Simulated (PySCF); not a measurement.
# Solvent effects on NMR parameters

Bonds (- single, = double, # triple, : aromatic): C1-C2 1.489 Å, C2=S3 1.628 Å, C2-Si4 1.894 Å, Si4-C5 1.938 Å, C5-F6 1.346 Å, C5-F7 1.346 Å, C5-F8 1.338 Å. C1 carries H9, H10, H11; Si4 carries H12, H13.

GIAO PBE0/pcSseg-1 in PySCF 2.14 on one PBE0-D3(BJ)/def2-SVP conformer, non-relativistic, equivalent nuclei averaged. Solvents enter as an IEF-PCM continuum (chloroform with ε = 4.7) around the gas-phase geometry. Shifts are referred to TMS, CS2, CFCl3 computed in the same medium.

Gas phase, δ in ppm: C2 318.1, C5 133.8, C1 53.3, S3 1386.3, Si4 -71.0, F6/F7/F8 -71.8, H12/H13 4.32, H9/H10/H11 3.74. Dipole moment 0.53 D.

(1) How does each δ change in the continuum?

(2) Which nuclei move most (in ppm), and what does the model miss?

Results:

(1) 
```
     atoms                          environment  Δδ, chloroform
        C2                  thiocarbonyl carbon            +4.2
        C5                           CF3 carbon            +1.1
        C1                        methyl carbon            +1.7
        S3                        thione sulfur          -103.0
       Si4           silicon bonded to 2 C, 2 H            +2.7
  F6/F7/F8              fluorine of a CF3 group            +0.7
   H12/H13  hydrogen on a silicon bonded to 2 C           +0.08
H9/H10/H11          hydrogen on a methyl carbon           +0.10
```

Changes are relative to the gas phase. The dipole moment becomes 0.60 D in chloroform.

(2) S3 (thione sulfur, -103.0 ppm) in chloroform. A continuum only polarises the solute; specific hydrogen bonds, the anisotropy of aromatic solvents and changes of geometry or conformer are outside it.
